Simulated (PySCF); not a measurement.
CH5NTe, SMILES N[Te]C. Atoms are numbered in the order given.

```xyz
8

Te     0.3730     0.0523     0.0000
C     -0.9006    -1.7233     0.0000
H     -1.5243    -1.7386    -0.9035
H     -1.5243    -1.7386     0.9035
H     -0.2342    -2.5989     0.0000
N     -1.0584     1.5382     0.0000
H     -1.6515     1.4650     0.8272
H     -1.6515     1.4650    -0.8272
```

Geometry optimised at B3LYP-D3(BJ)/def2-SVP. The def2 effective core potentials stand for the cores of Te; spin–orbit coupling is left out. The values are those of a single conformer.

Calculation: ωB97X/def2-TZVPD in PySCF.

Symmetry labels are those of the subgroup Cs that the program uses (full group Cs).

Computed valence orbital energies around the gap with their symmetry:
```
orbital  symmetry  energy (eV)
-------  --------  -----------
HOMO−7         A'       -19.10
HOMO−6         A"       -16.03
HOMO−5         A'       -14.38
HOMO−4         A"       -14.31
HOMO−3         A'       -13.20
HOMO−2         A'       -11.03
HOMO−1         A'        -9.92
HOMO           A"        -8.14
LUMO           A'         0.86
LUMO+1         A'         1.27
LUMO+2         A"         1.76
LUMO+3         A'         1.84
```
